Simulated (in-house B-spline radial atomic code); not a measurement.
Results of a calculation; reference values are marked as such.
## Correlation energy from the adiabatic connection: ω²r²/2 − Z/r, ω = 1.83, Z = 0.5

Two electrons in a singlet, external potential ω²r²/2 − Z/r, ω = 1.83, Z = 0.5 (atomic units). Full CI in B-splines (partial waves to l = 8, correlation up to 0.6 % small) with the density held fixed gives W(λ) = <V_ee>_λ − U, and E_c is the integral of W(λ) − W(0) from 0 to 1.

```json
{"λ": "0", "W(λ) − W(0) (hartree)": "0.00000"}
{"λ": "0.02", "W(λ) − W(0) (hartree)": "-0.00193"}
{"λ": "0.05", "W(λ) − W(0) (hartree)": "-0.00478"}
{"λ": "0.12", "W(λ) − W(0) (hartree)": "-0.01132"}
{"λ": "0.25", "W(λ) − W(0) (hartree)": "-0.02295"}
{"λ": "0.4", "W(λ) − W(0) (hartree)": "-0.03562"}
{"λ": "0.6", "W(λ) − W(0) (hartree)": "-0.05136"}
{"λ": "0.8", "W(λ) − W(0) (hartree)": "-0.06590"}
{"λ": "1", "W(λ) − W(0) (hartree)": "-0.07936"}
```

Task: Integrate the table by the trapezoid rule.

Result: The strips give -0.00002, -0.00010, -0.00056, -0.00223, -0.00439, -0.00870, -0.01173, -0.01453, which sum to -0.04225 hartree. The direct value, W(1) − W(0) + T_c with T_c = 0.03704, is -0.04233; the curve is convex, so chords lie above it and the trapezoids fall short in size by 0.18 %.

Task: Now use only three numbers: W(0) = -1.1102, the initial slope W'(0) = -0.09671 (extrapolated from the first points) and the strong-coupling limit of the point-charge-plus-continuum model, W∞ = -1.5246. What do second-order theory and the interpolation W(λ) = W∞ + (W(0) − W∞)/√(1 + 2χλ) of Seidl, Perdew and Levy give?

Result: Second order keeps the slope alone: E_c = W'(0)/2 = -0.04836, +14 % in size against -0.04233. Matching the slope fixes χ = W'(0)/(W∞ − W(0)) = -0.09671/(-0.41440) = 0.23337. Integrating, with s = √(1 + 2χ) = 1.211093, E_c = −(W(0) − W∞)(s − 1)/(s + 1) = −0.41440 × 0.211093/2.211093 = -0.03956 hartree, -6.5 % in size against the full result. At λ = 1 the formula gives W − W(0) = -0.07223 against -0.07936. Part of the miss can come from the model's W∞.
